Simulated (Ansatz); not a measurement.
Ansatz (a program for electronic structure) input:
A basis named .json is the Basis Set Exchange file of that set.

Ansatz 0.2 input:
```yaml
crystal:
  periodic: [false, false, false]
  atoms:
    - {symbol: C, position_ang: [1.38169697, -1.22058696, 0.67857413]}
    - {symbol: Si, position_ang: [-0.04175444, 0.00137216, 0.60536279]}
    - {symbol: C, position_ang: [-1.69974103, -0.86822703, 0.46523558]}
    - {symbol: Cl, position_ang: [0.21130637, 1.18144046, -1.10076317]}
    - {symbol: H, position_ang: [1.28742385, -1.85783650, 1.56038845]}
    - {symbol: H, position_ang: [2.34169038, -0.70644076, 0.72343283]}
    - {symbol: H, position_ang: [1.37207377, -1.85586827, -0.21199656]}
    - {symbol: H, position_ang: [-2.51661071, -0.15089798, 0.38707594]}
    - {symbol: H, position_ang: [-1.87191589, -1.49656857, 1.34165650]}
    - {symbol: H, position_ang: [-1.71204322, -1.50320200, -0.42552058]}
basis:
  gaussian:
    orbitals: aug-cc-pV_Q+d_Z.json
    fitting: {mean_field: def2-universal-jkfit, correlation: aug-cc-pVQZ-RIFIT.json}
magnetization: {spin_polarized: true, initial_magnetization: 1}
correlation: {method: mp2, electrons: outside_noble_gas}
```

Problem. Predict the final energy.

Solution. -828.48143 Eh (RI-MP2/aug-cc-pV(Q+d)Z). The basis has 614 functions.

It need not be the lowest isomer of its formula.
